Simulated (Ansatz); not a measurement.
The first iterations of a band of ClH3Sn + FH + FH (9 atoms, charge 0, multiplicity 1).

Computed with RKS revPBE-D4/def2-SVP in Ansatz.

```
movable images  : 6
climbing image  : no
spring          : 5.0 eV/Å²
optimiser       : quadratic models (default)
start path      : through a guess of the saddle point
force threshold : 0.05 eV/Å
iteration limit : 60
end points      : relaxed
```

Initial state:

```xyz
9
Properties=species:S:1:pos:R:3
Sn -0.993 -1.144 -0.061
Cl 1.454 -1.178 -0.150
H -1.271 -2.855 -0.003
H -1.416 -0.399 1.425
H -1.545 -0.477 -1.540
H 0.402 1.890 0.003
F -0.520 1.727 -0.206
H 1.938 0.740 0.197
F 1.950 1.696 0.334
```

Final state:

```xyz
9
Properties=species:S:1:pos:R:3
Sn -1.313 -0.690 -0.191
Cl 2.115 -1.023 0.728
H -0.635 -2.070 -0.952
H -1.095 -0.499 1.501
H -2.924 -0.340 -0.712
H 0.755 1.579 -0.282
F -0.352 0.888 -1.025
H 1.980 0.299 0.611
F 1.469 1.857 0.322
```

| iteration | highest image above the first end (eV) | largest band force component (eV/Å) |
| --- | --- | --- |
| 1 | 0.877 | 1.772 |
| 2 | 0.588 | 1.059 |
| 3 | 0.569 | 0.631 |
| 4 | 0.546 | 0.499 |
| 5 | 0.543 | 0.313 |

Question: Does the band converge within its limit, and where does its top end?

Answer: The run converged. It ended after 15 iterations with the highest image 0.455 eV above the first end. No image climbed, so the highest image needn't sit at the top of the path. The orbitals stay closed-shell, which can raise the energy where a bond breaks towards radicals; this wasn't checked here.

Time of the run: 2.5 min on 2 threads of Arm Neoverse V1, with other jobs on the host, peak memory 0.14 GiB.
